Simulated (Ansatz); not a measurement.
Reaction (SMILES): F[Si](Cl)(Cl)Cl → Cl[Si](Cl)Cl + F atom (the F-Si bond at the site shown breaks; other sites are not compared here)
Structures are relaxed separately at B3LYP-D3(BJ)/def2-TZVP in Ansatz (an electronic-structure program).

Property: bond dissociation energy (electronic energy difference), in kcal/mol. Correlated levels leave the core frozen unless marked. Open shells are spin-unrestricted. Spin-orbit coupling is left out. No relativistic terms. CBS(X,Y): correlation extrapolated as X^-3; Hartree-Fock from the larger set. [CCSD(T)-MP2]/basis is that difference in the basis named.

RI-MP2/CBS(cc-pV(T+d)Z,cc-pV(Q+d)Z)+[CCSD(T)-MP2]/cc-pV(T+d)Z (Ansatz) gives 158.5 kcal/mol.

Question: Another calculation gave 152.4 kcal/mol. Which level was it?
A) revPBE/def2-TZVPD (Ansatz)
B) BLYP/def2-TZVPD (Ansatz)
C) B2PLYP/def2-TZVPD (Ansatz)
D) wB97M-V/def2-TZVPD (Ansatz)

Answer: C, B2PLYP/def2-TZVPD (Ansatz). The others give 147.4 (BLYP), 156.0 (wB97M-V), 143.7 (revPBE) kcal/mol.
